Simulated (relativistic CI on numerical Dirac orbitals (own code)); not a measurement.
# Crystal-field levels of Rh7+, 4d2

Calculated by Dirac-Coulomb-Breit CI, KLI orbitals optimised for each configuration, a model potential for QED, valence Slater integrals scaled by 0.75, one configuration in a parametric crystal field (own radial code).

Field parameters in Wybourne normalisation: Oh B⁴₀ = 21Dq, B⁴₄ = √(5/14) B⁴₀. The field is a parameter set, without covalency.

S is read from ⟨S²⟩ = S(S + 1).

Levels (cm⁻¹, degeneracy): 0 (2), 369 (3), 3258 (3), 4592 (1), 12747 (3), 14759 (2), 15175 (1), 16758 (3), 17019 (2), 17255 (3), 24537 (1), 26453 (3).

(1) Which field gives this pattern?
A. Oh, 10Dq = 8500 cm⁻¹
B. Oh, 10Dq = 15350 cm⁻¹
C. Oh, 10Dq = 22150 cm⁻¹
D. Oh, 10Dq = 35800 cm⁻¹

Results:

(1) B. Oh, 10Dq = 15350 cm⁻¹, ground level with S = 0.99.
